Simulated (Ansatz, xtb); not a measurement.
## C6H9N: which of two isomers lies lower

Structure I: `Cc1ccn(C)c1`, a singlet. Structure II: `Cc1ccc(C)[nH]1`, a singlet. Both are isolated molecules in the gas phase, relaxed with PBE0-D3(BJ)/def2-SVP.

I (Å):

| atom | x (Å) | y (Å) | z (Å) |
| --- | --- | --- | --- |
| C | -0.3716 | 1.1842 | -3.0621 |
| C | 0.1657 | 0.3369 | -1.9555 |
| C | -0.0193 | -1.0657 | -1.7796 |
| C | 0.6366 | -1.4291 | -0.6229 |
| C | 2.0582 | -0.2843 | 1.0776 |
| C | 0.9327 | 0.7618 | -0.8878 |
| N | 1.2086 | -0.3117 | -0.0820 |
| H | -1.4731 | 1.1603 | -3.0955 |
| H | -0.0124 | 0.8420 | -4.0464 |
| H | -0.0666 | 2.2343 | -2.9451 |
| H | -0.5851 | -1.7324 | -2.4285 |
| H | 0.7399 | -2.3985 | -0.1384 |
| H | 3.1245 | -0.3762 | 0.8108 |
| H | 1.7949 | -1.1124 | 1.7496 |
| H | 1.9166 | 0.6573 | 1.6269 |
| H | 1.3003 | 1.7564 | -0.6395 |

II (Å):

```
atom    x (Å)    y (Å)    z (Å)
   C  -0.6801   1.3214  -2.7242
   C   0.0056   0.3163  -1.8683
   C  -0.0649  -1.0618  -1.8538
   C   0.8025  -1.5287  -0.8262
   C   1.3843  -0.4258  -0.2352
   C   2.3634  -0.3164   0.8796
   N   0.8878   0.6785  -0.8813
   H  -1.3361   0.8135  -3.4433
   H   0.0334   1.9338  -3.3020
   H  -1.3067   2.0130  -2.1353
   H  -0.6804  -1.6662  -2.5179
   H   0.9868  -2.5635  -0.5431
   H   1.9629   0.2594   1.7316
   H   2.6201  -1.3175   1.2500
   H   3.3019   0.1710   0.5644
   H   1.1385   1.6320  -0.6598
```

Problem. Which of the two would you expect CCSD(T)/def2-SVP + ΔMP2/def2-TZVPP electronic energies to favour?

Solution. Structure II; the calculation gives E(II) − E(I) = −7.7 kcal/mol.

Level by level:

```
                             level              geometry  E(II) − E(I) (kcal/mol)  departure from the last row (kcal/mol)  job, with rough time for the two
                          GFN2-xTB              GFN2-xTB                      −0.8                                    +6.9              optimisation, 0.15 s
                         HF/STO-3G              GFN2-xTB                      −6.2                                    +1.5               single point, 0.4 s
                r2SCAN-D4/def2-SVP              GFN2-xTB                      −8.5                                    −0.8               single point, 3.1 s
              PBE0-D3(BJ)/def2-SVP  PBE0-D3(BJ)/def2-SVP                      −8.6                                    −0.9                optimisation, 36 s
                       HF/def2-SVP  PBE0-D3(BJ)/def2-SVP                      −7.9                                    −0.2           part of the CCSD(T) run
                      MP2/def2-SVP  PBE0-D3(BJ)/def2-SVP                      −7.7                                     0.0           part of the CCSD(T) run
                  CCSD(T)/def2-SVP  PBE0-D3(BJ)/def2-SVP                      −7.4                                    +0.4                      single point
CCSD(T)/def2-SVP + ΔMP2/def2-TZVPP  PBE0-D3(BJ)/def2-SVP                      −7.7                                                        single point, 48 s
```

As drawn, II has 1 C–C, 1 N–H in place of 1 C–N, 1 C–H.

None of the levels shown reverses the order. The largest departure from CCSD(T)/def2-SVP + ΔMP2/def2-TZVPP is that of GFN2-xTB, 6.9 kcal/mol. The last row adds to CCSD(T) the change of the MP2 difference between the two basis sets, here −0.4 kcal/mol.

With thermal terms from frequencies at re-optimised GFN2-xTB minima (ideal gas, soft modes damped towards free rotors, one conformer each, 298.15 K, 1 atm): the zero-point term adds +0.2 kcal/mol; ΔH is −7.6 and ΔG −7.0 kcal/mol.

The correlated steps freeze 7 core orbitals. Programs: Ansatz 0.2.0, xtb 6.7.1; the last row on 2 threads of Intel(R) Xeon(R) 6975P-C (Granite Rapids) on a shared host.
